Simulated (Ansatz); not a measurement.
`CB(F)[SeH]` + H–F → `FB(F)[SeH]` + CH₄  (ligand exchange at a B–C bond)

Calculated with Ansatz (gas phase, PBE0-D4/def2-TZVP geometries, no zero-point term in ΔE). CCSD(T)/CBS is the MP2 limit (def2-TZVPP, def2-QZVPP) plus CCSD(T) − MP2 in def2-TZVPP, frozen cores. This one scheme is used for every species. Functionals use def2-TZVPP. For Se outer-core shells are correlated without core-valence functions, which leaves a few kJ/mol of doubt a bond. Scalar relativity is left out up to krypton. Each species was taken in one conformer, which may not be the lowest.

```csv
level,ΔE (kJ/mol)
revPBE-D4,-128.7
B97M-V,-146.0
PBE0-D4,-131.7
HF/def2-TZVPP,-155.3
```

Q: What does CCSD(T)/CBS give? (Best estimate.)

A: The calculation gave: -130.2 kJ/mol. The listed levels differ from it by 1.5, -15.8, -1.5, -25.1 kJ/mol.

Largest T1 diagnostic among the species: 0.012.

In def2-TZVPP, CCSD(T) changes the Hartree–Fock value by +19.9 kJ/mol (the triples alone add +1.9 kJ/mol) and MP2 by +22.2 kJ/mol. At CCSD(T), def2-SVP lies −26.1 kJ/mol from the extrapolated value and def2-TZVPP −5.2 kJ/mol.
